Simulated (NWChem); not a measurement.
Species: C₂H₂N₃, doublet; SMILES n1[c]nc[nH]1

```xyz
7

C      1.1529     0.0779     0.0000
N      0.5639    -1.0919     0.0000
N     -0.7507    -0.6935     0.0000
C     -0.8287     0.6560     0.0000
N      0.3928     1.1803     0.0000
H     -1.4885    -1.3849     0.0000
H     -1.7623     1.2028     0.0000
```
Atoms are numbered in this order, from 1.

Computed with NWChem. Spin-unrestricted. In the optimisation the excess spin sits in a' (Cs, its own frame). Coordinates come from a B3LYP/6-31G* (spherical d), spin-unrestricted optimisation. No stability test was run on the SCF state. Fermi-contact couplings, non-relativistic, static geometry.

```json
[
 {"level": "PBE0/IGLO-III", "A(iso) 13C atom 1 (MHz)": "723", "A(iso) 14N atom 2 (MHz)": "84.3", "A(iso) 14N atom 3 (MHz)": "24.4", "A(iso) 13C atom 4 (MHz)": "61.8", "A(iso) 14N atom 5 (MHz)": "79.0", "A(iso) 1H atom 6 (MHz)": "5.6", "<S²>": "0.759"},
 {"level": "TPSSh/IGLO-III", "A(iso) 13C atom 1 (MHz)": "720", "A(iso) 14N atom 2 (MHz)": "85.0", "A(iso) 14N atom 3 (MHz)": "24.5", "A(iso) 13C atom 4 (MHz)": "63.7", "A(iso) 14N atom 5 (MHz)": "80.7", "A(iso) 1H atom 6 (MHz)": "6.8", "<S²>": "0.758"},
 {"level": "PBE0/pcJ-1", "A(iso) 13C atom 1 (MHz)": "734", "A(iso) 14N atom 2 (MHz)": "84.4", "A(iso) 14N atom 3 (MHz)": "24.3", "A(iso) 13C atom 4 (MHz)": "62.4", "A(iso) 14N atom 5 (MHz)": "79.4", "A(iso) 1H atom 6 (MHz)": "5.3", "<S²>": "0.758"},
 {"level": "CAM-B3LYP/pcJ-1", "A(iso) 13C atom 1 (MHz)": "731", "A(iso) 14N atom 2 (MHz)": "89.1", "A(iso) 14N atom 3 (MHz)": "24.6", "A(iso) 13C atom 4 (MHz)": "62.7", "A(iso) 14N atom 5 (MHz)": "83.7", "A(iso) 1H atom 6 (MHz)": "4.7", "<S²>": "0.757"}
]
```
